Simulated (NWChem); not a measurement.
System: InNH₃Cl; SMILES [InH]([Cl])[NH2]

The following NWChem deck was run.

```
start job
memory heap 200 mb stack 900 mb global 1100 mb
geometry units angstroms
  In    -0.361758     0.378077     0.001149
  H     -2.019182     0.734305    -0.146561
  Cl     0.326377    -1.881867    -0.008228
  N      1.240814     1.584578     0.053648
  H      2.146200     1.202353     0.305879
  H      1.171024     2.560620     0.319737
end
basis spherical
  * library 3-21g
end
dft
  xc b3lyp
  iterations 150
end
driver
  maxiter 120
end
task dft optimize
task dft freq
```

Parts of the log:

```
             Northwest Computational Chemistry Package (NWChem) 7.3.0
             --------------------------------------------------------

 C1  symmetry detected

                             Geometry "geometry" -> ""
                             -------------------------

 Output coordinates in angstroms (scale by  1.889725989 to convert to a.u.)

  No.       Tag          Charge          X              Y              Z
 ---- ---------------- ---------- -------------- -------------- --------------
    1 In                  49.0000    -0.31943881     0.36256272     0.00050984
    2 H                    1.0000    -1.96726538     0.78030182    -0.07651348
    3 Cl                  17.0000     0.28137256    -1.92216476    -0.00275195
    4 N                    7.0000     1.32840210     1.50690433    -0.04120872
    5 H                    1.0000     2.22945471     1.09380761     0.17534504
    6 H                    1.0000     1.30816396     2.48878816     0.21143045

 Effective nuclear repulsion energy (a.u.)     345.2868693358

                                Z-matrix (autoz)
                                --------

 Units are Angstrom for bonds and degrees for angles

      Type          Name      I     J     K     L     M      Value
      ----------- --------  ----- ----- ----- ----- ----- ----------
    1 Stretch                  1     2                       1.70170
    2 Stretch                  1     3                       2.36241
    3 Stretch                  1     4                       2.00665
    4 Stretch                  4     5                       1.01461
    5 Stretch                  4     6                       1.01407
    6 Bend                     1     4     5               119.51528
    7 Bend                     1     4     6               122.04655
    8 Bend                     2     1     3               118.92212
    9 Bend                     2     1     4               130.86358
   10 Bend                     3     1     4               110.03831
   11 Bend                     5     4     6               111.02499
   12 Torsion                  2     1     4     5         169.56771
   13 Torsion                  2     1     4     6          22.34394
   14 Torsion                  3     1     4     5         -15.41622
   15 Torsion                  3     1     4     6        -162.63999

                           NWChem Geometry Optimization
                           ----------------------------

 maximum gradient threshold         (gmax) =   0.000450
 rms gradient threshold             (grms) =   0.000300
 maximum cartesian step threshold   (xmax) =   0.001800
 rms cartesian step threshold       (xrms) =   0.001200
 fixed trust radius                (trust) =   0.300000
 source of zmatrix                         =   autoz

          -------------------
          Energy Minimization
          -------------------

 Using diagonal initial Hessian
 Scaling for Hessian diagonals: bonds = 1.00  angles = 0.25  torsions = 0.10

          --------
          Step   0

                                 NWChem DFT Module
                                 -----------------

 Summary of "ao basis" -> "ao basis" (spherical)
 ------------------------------------------------------------------------------
       Tag                 Description            Shells   Functions and Types
 ---------------- ------------------------------  ------  ---------------------
 In                          3-21g                  13       31   6s5p2d
 H                           3-21g                   2        2   2s
 Cl                          3-21g                   7       13   4s3p
 N                           3-21g                   5        9   3s2p

[...]

      ----------------------
      Optimization converged
      ----------------------

  Step       Energy      Delta E   Gmax     Grms     Xrms     Xmax
  ---- ---------------- -------- -------- -------- -------- --------
@   10   -6231.54798303 -2.2D-08  0.00002  0.00001  0.00014  0.00036
                                     ok       ok       ok       ok

                                Z-matrix (autoz)
                                --------

 Units are Angstrom for bonds and degrees for angles

      Type          Name      I     J     K     L     M      Value     Gradient
      ----------- --------  ----- ----- ----- ----- ----- ---------- ----------
    1 Stretch                  1     2                       1.74491    0.00002
    2 Stretch                  1     3                       2.43379   -0.00002
    3 Stretch                  1     4                       1.99135    0.00002
    4 Stretch                  4     5                       1.01859    0.00000
    5 Stretch                  4     6                       1.01823    0.00000
    6 Bend                     1     4     5               123.23589   -0.00001
    7 Bend                     1     4     6               124.83808    0.00000
    8 Bend                     2     1     3               119.72595    0.00000
    9 Bend                     2     1     4               130.01874   -0.00000
   10 Bend                     3     1     4               110.25530    0.00000
   11 Bend                     5     4     6               111.92603    0.00000
   12 Torsion                  2     1     4     5        -179.99955   -0.00000
   13 Torsion                  2     1     4     6          -0.00307   -0.00000
   14 Torsion                  3     1     4     5           0.00727    0.00000
   15 Torsion                  3     1     4     6        -179.99625    0.00000

                         Geometry "geometry" -> "geometry"
                         ---------------------------------

 Output coordinates in angstroms (scale by  1.889725989 to convert to a.u.)

  No.       Tag          Charge          X              Y              Z
 ---- ---------------- ---------- -------------- -------------- --------------
    1 In                  49.0000    -0.31826577     0.36073342    -0.00376144
    2 H                    1.0000    -2.00045370     0.81812632    -0.07948982
    3 Cl                  17.0000     0.29395037    -1.99471863    -0.02323998
    4 N                    7.0000     1.31394476     1.49642131     0.10385514
    5 H                    1.0000     2.25767251     1.11522157     0.14363999
    6 H                    1.0000     1.31384098     2.51441589     0.12580731

 Effective nuclear repulsion energy (a.u.)     339.4737485082

                Final and change from initial internal coordinates
                --------------------------------------------------

                                Z-matrix (autoz)
                                --------

[...]

 Rotational Constants
 --------------------
 A=   0.339818 cm-1  (  0.488912 K)
 B=   0.086981 cm-1  (  0.125143 K)
 C=   0.069254 cm-1  (  0.099639 K)

 Temperature                      =   298.15K
 frequency scaling parameter      =   1.0000

 Zero-Point correction to Energy  =   20.110 kcal/mol  (  0.032047 au)
 Thermal correction to Energy     =   23.440 kcal/mol  (  0.037355 au)
 Thermal correction to Enthalpy   =   24.033 kcal/mol  (  0.038299 au)

 Total Entropy                    =   76.017 cal/mol-K
   - Translational                =   41.226 cal/mol-K (mol. weight = 166.8995)
   - Rotational                   =   26.157 cal/mol-K (symmetry #  =        1)
   - Vibrational                  =    8.633 cal/mol-K

 Cv (constant volume heat capacity) =   16.837 cal/mol-K
   - Translational                  =    2.979 cal/mol-K
   - Rotational                     =    2.979 cal/mol-K
   - Vibrational                    =   10.878 cal/mol-K

[normal modes left out]

 ----------------------------------------------------------------------------
 Normal Eigenvalue ||           Projected Infra Red Intensities
  Mode   [cm**-1]  || [atomic units] [(debye/angs)**2] [(KM/mol)] [arbitrary]
 ------ ---------- || -------------- ----------------- ---------- -----------
    1       -0.000 ||    0.003072           0.071         2.995       0.720
    2       -0.000 ||    0.000593           0.014         0.578       0.139
    3       -0.000 ||    0.001412           0.033         1.377       0.331
    4       -0.000 ||    0.000003           0.000         0.003       0.001
    5       -0.000 ||    0.002974           0.069         2.899       0.697
    6        0.000 ||    0.000303           0.007         0.295       0.071
    7      120.028 ||    0.005365           0.124         5.230       1.257
    8      309.449 ||    0.059773           1.379        58.270      14.006
    9      339.487 ||    0.044253           1.021        43.140      10.370
   10      378.471 ||    0.078324           1.807        76.354      18.353
   11      467.525 ||    0.096794           2.233        94.360      22.681
   12      542.437 ||    0.184799           4.263       180.151      43.303
   13      683.567 ||    0.023402           0.540        22.814       5.484
   14      731.713 ||    0.121223           2.797       118.174      28.406
   15     1618.792 ||    0.012291           0.284        11.982       2.880
   16     1822.818 ||    0.105076           2.424       102.434      24.622
   17     3476.234 ||    0.015590           0.360        15.198       3.653
   18     3583.239 ||    0.012914           0.298        12.589       3.026
 ----------------------------------------------------------------------------
```

Level: B3LYP/3-21G, non-relativistic. B3LYP is NWChem's, with the RPA form of VWN correlation.
